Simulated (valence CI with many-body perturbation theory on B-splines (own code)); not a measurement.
**W LIII: key properties**

Calculated by relativistic CI+MBPT: four valence electrons over a frozen Dirac-Fock core [Ar], a basis of 7 s, 7 p, 8 d, 6 f, 4 g, 1 h functions for each j, with the one-electron correlation potential Σ1, the two-electron term Σ2, the three-electron term Σ3, Breit, model QED; selected CI, second order for the rest, scaled by the run's own slope (own B-spline code, finite nucleus).

No measured spectrum was set against this ion. As an estimate, large intervals hold to a few tenths of a per cent, small ones and those within an open d or f shell to about a per cent. The list stops below the first excitations out of the core. Only levels of the ground parity were solved; by the run's estimate the other parity begins above the list, which can be wrong where configurations are misplaced.

Levels are named by their leading jj configuration (3d3/2^4 stands for four electrons in 3d with j = 3/2), which in mixed levels can hold well under half, so a name can repeat and another be missing.

Rates and lifetimes use the calculated energies. Strong lines usually hold to 10 to 20 %, long lifetimes can be off by a factor of two.

**Question.** What is the ground level?

**Answer.** (3d3/2^4) J=0, composition 60 % 3d4 3P + 25 % 3d4 5D + 14 % 3d4 1S.

**Question.** What is the ionisation energy?

**Answer.** 4920.7 eV; NIST lists 4927 ± 4 eV (semi-empirical).

**Question.** How well does LS coupling describe the low levels?

**Answer.** Among the lowest 20 levels the leading LS term, summed over configurations, holds 48 % on average. For single configurations the figures are 48 % in LS and 97 % in jj coupling. Terms mix most in the J = 4 level at 612820 cm⁻¹, where the leading one holds 28 %.
